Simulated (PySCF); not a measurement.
## Se: ionisation energy

Se [Ar] 3d10 4s2 4p4 (3P) → Se⁺ [Ar] 3d10 4s2 4p3 (4S), as a difference of total energies. Calculation: PySCF 2.14, in def2-TZVP (6s5p4d1f, 48 functions); the non-relativistic Hamiltonian (point nucleus). Correlated levels: valence: [Ar] 3d10 frozen. The calculations carry no spin-orbit coupling.

| method | ionisation energy (eV) |
| --- | --- |
| UHF | 8.587 |
| M06-L | 9.477 |
| LDA | 9.914 |
| MP2 (valence) | 9.248 |
| SCS-MP2 (valence) | 9.313 |
| CCSD (valence) | 9.362 |
| CCSD(T) (valence) | 9.390 |

**Question.** How much does correlation contribute at CCSD(T) (valence)?

**Answer.** 9.390 − (8.587) = 0.803 eV, measured against UHF.

These non-relativistic numbers lack the scalar-relativistic shift.

Errors of the correlated levels include the incompleteness of this basis and the frozen core.

For comparison: 9.635 eV (measured; NIST levels, between the centres of gravity of the two terms).
